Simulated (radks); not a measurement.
Q: The mean radii <r> (bohr) of the occupied orbitals of an atom or ion are listed with their occupations. Method: scalar-relativistic Kohn-Sham, LDA (Slater exchange, Perdew-Wang correlation), spin-polarised, spherical densities, finite nucleus; Fermi nuclear charge, rms radius of each element as measured or else 0.836 A^(1/3) + 0.57 fm; computed with a radial shooting solver on a logarithmic mesh with Libxc functionals.

orbital  occ.      <r>
1s up       1  0.01968
1s down     1  0.01968
2s up       1  0.08341
2s down     1  0.08341
2p up       3  0.07418
2p down     3  0.07418
3s up       1   0.2171
3s down     1   0.2169
3p up       3   0.2165
3p down     3   0.2163
3d up       5   0.1963
3d down     5   0.1961
4s up       1   0.4828
4s down     1   0.4831
4p up       3   0.5099
4p down     3   0.5103
4d up       5   0.5412
4d down     5   0.5421
5s up       1    1.042
5s down     1    1.049
4f up       7   0.5945
4f down     1   0.5986
5p up       3    1.142
5p down     1    1.153

Name the element and its charge. Open shells, if any, are filled with parallel spins first.

A: Z = 70, ytterbium, charge +10: Yb10+ in [Kr] 4d10 4f8 5s2 5p4. The 1s radius gives Z: for a bare nucleus <r> = (2 gamma + 1)/(2Z) with gamma = sqrt(1 - (Z/c)^2), 0.01942 bohr for Z = 70, and screening makes it slightly larger (0.01968 here). The occupations add up to 60, and the charge is Z minus that.
